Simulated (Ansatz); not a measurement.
H6NSbSi can be A, `[SiH3][NH][SbH2]`, or B, `N[SiH2][SbH2]`.

Calculated with Ansatz (gas phase, PBE0-D4/def2-TZVP geometries, no zero-point term in ΔE). CCSD(T)/CBS adds triple-zeta CCSD(T) − MP2 to the extrapolated MP2 energy (def2 sets, frozen cores). DFT in def2-TZVPP. B3LYP here is the variant with VWN-RPA as its local correlation; programs differ in this. Elements past krypton have def2 core potentials. For Sb outer-core shells are correlated without core-valence functions, which leaves a few kJ/mol of doubt a bond. One conformer a species, not always the lowest.

A:

```xyz
9

Si   -0.642   -0.918    0.487
N    -0.178   -0.037   -0.915
Sb    1.080    1.552   -0.965
H     0.478   -1.674    1.119
H    -1.706   -1.891    0.116
H    -1.155    0.038    1.504
H    -0.268   -0.491   -1.811
H     2.167    0.982    0.239
H     0.225    2.439    0.226
```

B:

Z-matrix (Å, degrees):
```
Si
Sb 1 2.576
N 1 1.722 2 106.8
H 1 1.494 2 110.2 3 -126.4
H 1 1.487 2 110.0 3 115.5
H 2 1.712 1 89.4 3 61.2
H 2 1.710 1 91.9 3 152.2
H 3 1.008 1 119.6 2 157.5
H 3 1.007 1 119.9 2 -59.1
```

**Question.** Which isomer does CCSD(T)/CBS put lower? Give the gap. (An estimate is asked.)

**Answer.** Ansatz gave: B, by 41.3 kJ/mol.

**Question.** Give E(B) − E(A) in kJ/mol with B2PLYP, CCSD/def2-TZVPP, PBE0-D4, PBE-D4, B3LYP-D4, LDA (SPW92), CCSD(T)/def2-SVP. (An estimate is asked.)

**Answer.** The calculation gave: B2PLYP -39.3, CCSD/def2-TZVPP -37.8, PBE0-D4 -53.0, PBE-D4 -52.3, B3LYP-D4 -40.8, LDA (SPW92) -56.7, CCSD(T)/def2-SVP -40.0. None reverses the order clearly.

**Question.** Does the order hold for the free energy at 298.15 K (harmonic terms from PBE0-D4)? (Estimate.)

**Answer.** Ansatz gave: Yes: G(B) − G(A) = -35.5 kJ/mol, for one conformer each.

Largest T1 diagnostic: 0.013.

In def2-TZVPP, CCSD(T) changes the Hartree–Fock value by −4.4 kJ/mol (the triples alone add +0.2 kJ/mol) and MP2 by −5.3 kJ/mol. Leaving LDA and LC-ωPBE aside and taking each functional with its dispersion term where it has one, the values, not all of them listed here, spread over 17.3 kJ/mol, from HSE06-D4 to B97M-V. LDA lies −3.5 kJ/mol from PBE without D4.
